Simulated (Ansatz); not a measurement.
Consider the ligand exchange at the Si–C bond: `CC[Si]S` + HBr → `S[Si]Br` + `CC`.

Program: Ansatz. Geometries: PBE0-D4/def2-TZVP. ΔE: electronic, gas phase. CCSD(T)/CBS is the MP2 limit (def2-TZVPP, def2-QZVPP) plus CCSD(T) − MP2 in def2-TZVPP, frozen cores. This one scheme is used for every species. Functionals use def2-TZVPP. B3LYP here is the variant with VWN-RPA as its local correlation; programs differ in this. For Br outer-core shells are correlated without core-valence functions, which leaves a few kJ/mol of doubt a bond. Scalar relativity is left out up to krypton. Each species was taken in one conformer, which may not be the lowest.

```json
{"species": "`CC[Si]S`", "B3LYP-D4 energy (Eh)": "-767.60856"}
{"species": "HBr", "B3LYP-D4 energy (Eh)": "-2574.79010"}
{"species": "`S[Si]Br`", "B3LYP-D4 energy (Eh)": "-3262.58600"}
{"species": "`CC`", "B3LYP-D4 energy (Eh)": "-79.87051"}
```

Q: Work out ΔE.

A: ΔE = (-3262.58600) + (-79.87051) − (-767.60856) − (-2574.79010) = -0.05785 Eh = -36.3 kcal/mol. CCSD(T)/CBS gives -35.2 kcal/mol.

Largest T1 diagnostic among the species: 0.013.

The D4 term adds +1.0 kcal/mol with B3LYP and +0.6 kcal/mol with PBE0; it sums over pairs of atoms, weighted by their polarisabilities, and B3LYP, whose exchange is more repulsive, gets the larger term. In def2-TZVPP, CCSD(T) changes the Hartree–Fock value by +3.5 kcal/mol (the triples alone add +0.1 kcal/mol) and MP2 by +2.0 kcal/mol. At CCSD(T), def2-SVP lies +2.0 kcal/mol from the extrapolated value and def2-TZVPP +1.3 kcal/mol.
